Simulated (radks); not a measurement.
Task: The antimony ion Sb+, 50 electrons, occupied as [Kr] 4d10 5s2 5p2 (the NIST ground configuration). All-electron calculation, Dirac Kohn-Sham, B86b exchange with PBE correlation, spin-unpolarised, spherical densities, finite nucleus; open shells fill j = l - 1/2 first; Fermi nuclear charge, rms radius 4.6802 fm. Program: a radial shooting solver on a logarithmic mesh with Libxc functionals. Some entries of the table are withheld. Estimate them.

| orbital | occ. | eigenvalue (hartree) | <1/r> (bohr^-1) | r(max) (bohr) |
|---|---|---|---|---|
| 1s1/2 | 2 | -1113.313 | 54.33 | 0.01834 |
| 2s1/2 | 2 | -169.6168 | 12.63 | (1) |
| 2p1/2 | 2 | -158.7041 | 12.61 | 0.07983 |
| 2p3/2 | 4 | -149.4480 | 11.70 | 0.08444 |
| 3s1/2 | 2 | (2) | 4.477 | 0.3001 |
| 3p1/2 | 2 | -29.03782 | (3) | 0.2865 |
| 3p3/2 | 4 | -27.32991 | (4) | 0.2969 |
| 3d3/2 | 4 | (5) | 4.012 | (6) |
| 3d5/2 | 6 | (7) | 3.955 | (8) |
| 4s1/2 | 2 | -5.76634 | 1.770 | 0.7231 |
| 4p1/2 | 2 | -4.25779 | 1.655 | 0.7461 |
| 4p3/2 | 4 | -3.94220 | 1.583 | 0.7705 |
| 4d3/2 | 4 | -1.55800 | (9) | 0.8417 |
| 4d5/2 | 6 | -1.51226 | (10) | 0.8509 |
| 5s1/2 | 2 | -0.75076 | 0.5987 | 1.876 |
| 5p1/2 | 2 | -0.45345 | 0.4905 | 2.198 |
| 5p3/2 | 0 | -0.42662 | 0.4699 | 2.286 |

Result: 
(1) 2s1/2 r(max) (bohr): 0.1038
(2) 3s1/2 eigenvalue (hartree): -33.49922
(3) 3p1/2 <1/r> (bohr^-1): 4.386
(4) 3p3/2 <1/r> (bohr^-1): 4.164
(5) 3d3/2 eigenvalue (hartree): -19.45229
(6) 3d3/2 r(max) (bohr): 0.2426
(7) 3d5/2 eigenvalue (hartree): -19.09739
(8) 3d5/2 r(max) (bohr): 0.2456
(9) 4d3/2 <1/r> (bohr^-1): 1.306
(10) 4d5/2 <1/r> (bohr^-1): 1.288
